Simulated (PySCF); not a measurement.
H3OSi (SMILES [OH+]=[SiH2]), charge +1, singlet, geometry from GFN2-xTB.

The PySCF input:
```python
from pyscf import gto, scf, dft

mol = gto.M(
    atom='''
O     0.96806077   -0.29274694   -0.01801030
Si   -0.52671752    0.13783196    0.00849571
H     1.90715119   -0.08140312   -0.00537859
H    -0.91460201    1.53346203    0.09340103
H    -1.36299003   -1.03973089   -0.06287995
''',
    basis='sto-3g',
    charge=1,
    verbose=3,
)

mf = dft.RKS(mol)
mf.xc = 'b97m_v'
mf.grids.atom_grid = (99, 590)
mf.grids.prune = None
mf.kernel()
```

**Question.** What does this run give for the Mulliken (on the basis functions themselves) charges in atom order, HOMO-LUMO gap, nuclear repulsion energy, number of basis functions?

**Answer.** 
```
Property                                                                                                     Result
------------------------------------------------------------------  -----------------------------------------------
Mulliken (on the basis functions themselves) charges in atom order  O1 -0.39, Si2 1.04, H3 0.36, H4 -0.01, H5 -0.01
HOMO-LUMO gap                                                                                               5.39 eV
nuclear repulsion energy                                                                                 59.6153 Eh
number of basis functions                                                                                        17
```

**Question.** Roughly what does it cost on one core?

**Answer.** about 40 core-seconds (a rough figure).
